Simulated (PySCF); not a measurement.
Nuclear quadrupole coupling in `N[SiH2]C(F)(F)F`

Compound: CH₄F₃NSi.
Structure used (PBE0-D3(BJ)/def2-SVP), in Å, numbered top down from 1:
```
atom  x, y, z in Å
N1    -1.699   -0.018   -0.426
Si2   -0.189    0.742   -0.131
C3     1.230   -0.482    0.359
F4     1.471   -1.387   -0.606
F5     2.383    0.167    0.590
F6     0.935   -1.172    1.475
H7    -2.257   -0.371    0.342
H8    -1.852   -0.555   -1.272
H9     0.288    1.414   -1.370
H10   -0.312    1.674    1.023
```

Field gradients from the PBE0/pcSseg-1 density (PySCF, non-relativistic), principal values in atomic units, ordered |Vxx| ≤ |Vyy| ≤ |Vzz|:

```json
{"atom": "N1", "Vxx": "0.3554", "Vyy": "0.6025", "Vzz": "-0.9579"}
```

Task: Find the asymmetry η = (Vxx − Vyy)/Vzz and the couplings χ = eQV/h (234.96 MHz × Q in barn × V in au), with Q(14N) = 0.02044 b.

Result: 
```
atom             environment  nucleus     η  χzz (MHz)  χxx (MHz)  χyy (MHz)
  N1  silicon-bound nitrogen      14N  0.26     -4.601      1.707      2.894
```

Task: What is Vzz at N1 in SI units (1 au = 9.71736 × 10²¹ V/m²)?

Result: -0.9579 au = -9.308 × 10²¹ V/m².

Were the hydrogens deuterons (Q(2H) = 0.00286 b), χzz would run from 94 kHz (H10 and H9) to 276 kHz (H8 and H7).

Isolated species at its PBE0-D3(BJ)/def2-SVP geometry (one conformer only). The basis is small and wasn't made for field gradients, so the couplings can be 20 % off.

The run behind these numbers computed NMR shieldings as well. Hardware: one thread of an x86-64 server, on a shared host. Cost: 20 s of wall time.
